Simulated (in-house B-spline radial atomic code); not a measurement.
Cd²⁺. Computed with a B-spline radial atomic code. Model: non-relativistic spherical atom: semilocal Troullier-Martins pseudo-atom, one channel per l, against all electrons, high spin, G0W0 and RPA with empty states to l = 8, local potential for every l without a channel, a model core (radius 0 = none) keeps its share of the functional.

Without relativity these are model numbers for so heavy an element.

What the tables leave out is listed at the end.

The pseudopotential gives back the lowest level of each angular momentum of its own functional in the configuration it was made in; a second state of the same l is only approximately right. Exact exchange, RPA and GW see the smooth pseudo-orbitals and miss the exchange with the core, for which the functional's share stands in. The column with an uncorrelated core keeps all orbitals and exact exchange, and so separates missing core correlation from pseudisation. Only the three outermost levels and the lowest empty one were computed. RPA here is direct RPA, with no exchange kernel, and its energies carry an (l + 1/2)⁻⁴ tail. A hybrid on a potential with a model core restores only its own semilocal share of the core's exchange.

Command:
```bash
python run_psgw.py task.json out
```
Settings (lengths in bohr, energies in hartree):
```
Z                      48
electrons              46
configuration          [Kr] 4d10
generated_in           [Kr] 4d10 5s2
functional             pbe,pbe
core_shells            7
radius_factor          1.15
core_correction        False
```

Cost of the run: 29 s on 1 thread of Arm Neoverse N1, on a shared host.

Given: made with PBE; model core radius 0 bohr; local radius 1.265 bohr; mean-field start PBE.

Valence shells of the generating configuration: 4p, 4d, 5s.

Channel: s 2.806, p 0.993, d 1.118 (radii in bohr).

Computed: largest level miss in the spin-unpolarised generating configuration 0.001 eV; valence RPA correlation energy all-electron orbitals -1.0084 hartree; valence RPA correlation energy pseudo -1.1943 hartree; pseudo-atom RPA polarisability 4.8548 bohr³.

```
     level  occupied  mean-field all-electron (eV)  mean-field pseudo minus all (eV)  G0W0 all-electron (eV)  G0W0 uncorrelated core minus all (eV)  G0W0 pseudo minus all (eV)  exchange self-energy all-electron (eV)  exchange self-energy pseudo (eV)
        4d         1                       -30.855                              0.02                 -38.348                                  0.107                         1.1                                 -39.549                           -32.837
5s (empty)         0                       -20.287                            -0.052                 -16.371                                 -0.012                      -1.316                                 -3.9912                           -4.9113
```

(1) What is the all-electron RPA polarisability, core included?

Given: mean-field start PBE0.

Computed: valence RPA correlation energy all-electron orbitals -0.96148 hartree; all-electron RPA polarisability, core included 4.3181 bohr³; pseudo-atom RPA polarisability 4.3651 bohr³.

| level | occupied | mean-field all-electron (eV) | mean-field pseudo minus all (eV) | G0W0 all-electron (eV) | G0W0 uncorrelated core minus all (eV) | G0W0 pseudo minus all (eV) | exchange self-energy all-electron (eV) | exchange self-energy pseudo (eV) |
| --- | --- | --- | --- | --- | --- | --- | --- | --- |
| 4d | 1 | -33.084 | 0.151 | -38.476 | 0.111 | 0.923 | -39.65 | -32.918 |
| 5s (empty) | 0 | -18.901 | -0.602 | -16.229 | -0.01 | -1.364 | -3.709 | -5.1222 |

(2) What is the valence RPA correlation energy pseudo?

Given: mean-field start Hartree-Fock.

Computed: valence RPA correlation energy all-electron orbitals -0.84887 hartree; valence RPA correlation energy pseudo -1.0375 hartree; pseudo-atom RPA polarisability 3.5054 bohr³.

| level | occupied | mean-field all-electron (eV) | mean-field pseudo minus all (eV) | G0W0 all-electron (eV) | G0W0 uncorrelated core minus all (eV) | G0W0 pseudo minus all (eV) | exchange self-energy all-electron (eV) | exchange self-energy pseudo (eV) |
| --- | --- | --- | --- | --- | --- | --- | --- | --- |
| 4d | 1 | -38.677 | 0.554 | -38.744 | 0.117 | 0.634 | -39.721 | -33.006 |
| 5s (empty) | 0 | -14.734 | -1.945 | -15.882 | -0.004 | -1.531 | -2.7133 | -5.4777 |

(3) What is the all-electron RPA polarisability, core included?

## Answers

(1) 4.8537 bohr³.

(2) -1.1495 hartree.

(3) 3.3823 bohr³.

Among the listed levels the largest G0W0 shift of the pseudo-atom is -1.53 eV, for 5s (empty) on the Hartree-Fock start, while leaving the core uncorrelated moves that level by 0.00 eV. So pseudisation and the lost core exchange, not the missing core correlation, make the error. Not in the tables (levels of low weight, unsolved or above zero; the highest and the empty levels are kept at any weight): on PBE the G0W0 levels 4p (pseudo minus all +4.21 eV, weights 0.28 and 0.01); on PBE0 the G0W0 levels 4p (pseudo minus all -25.00 eV, weights 0.00 and 0.21); on Hartree-Fock the G0W0 levels 4p (pseudo minus all +4.18 eV, weights 0.34 and 0.52).
